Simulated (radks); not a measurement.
Values are calculated unless marked as measured or tabulated.
Species: Ti+. Configuration: [Ar] 3d3 (not the ground configuration).

Code: a radial shooting solver on a logarithmic mesh with Libxc functionals. Model: scalar-relativistic Kohn-Sham, r2SCAN, spin-polarised, spherical densities, finite nucleus; open shells are filled with parallel spins first; meta-GGA in the generalised Kohn-Sham scheme; Fermi nuclear charge, rms radius 3.5921 fm.

Energy parts (eV):
part                      energy
total                 -23226.151
kinetic                23422.362
electron-nucleus      -55160.005
Hartree                 9660.603
exchange-correlation   -1149.112

Orbitals (lengths in bohr, moments of r in powers of bohr; r(90%) holds 90 % of the orbital's charge):
| orbital | occ. | eigenvalue (eV) | r(90%) | <1/r> | <r^4> | <r^2> |
|---|---|---|---|---|---|---|
| 1s up | 1 | -4891.397 | 0.124 | 21.80 | 0.0001096 | 0.006516 |
| 1s down | 1 | -4891.439 | 0.124 | 21.80 | 0.0001096 | 0.006516 |
| 2s up | 1 | -546.3874 | 0.503 | 4.563 | 0.02730 | 0.1243 |
| 2s down | 1 | -545.4980 | 0.503 | 4.569 | 0.02711 | 0.1240 |
| 2p up | 3 | -451.1675 | 0.476 | 4.451 | 0.02218 | 0.1036 |
| 2p down | 3 | -450.4883 | 0.475 | 4.457 | 0.02198 | 0.1032 |
| 3s up | 1 | -68.5254 | 1.53 | 1.378 | 2.329 | 1.195 |
| 3s down | 1 | -65.5528 | 1.53 | 1.377 | 2.332 | 1.195 |
| 3p up | 3 | -43.9532 | 1.71 | 1.240 | 3.662 | 1.438 |
| 3p down | 3 | -40.9144 | 1.70 | 1.242 | 3.628 | 1.432 |
| 3d up | 3 | -8.5851 | 2.99 | 0.8272 | 38.81 | 3.786 |

The highest occupied level is 3d up at -8.585 eV. The spin density at the nucleus is -0.7166 e/bohr^3 (1s 0.0282, 2s -0.8717, 3s 0.1269).
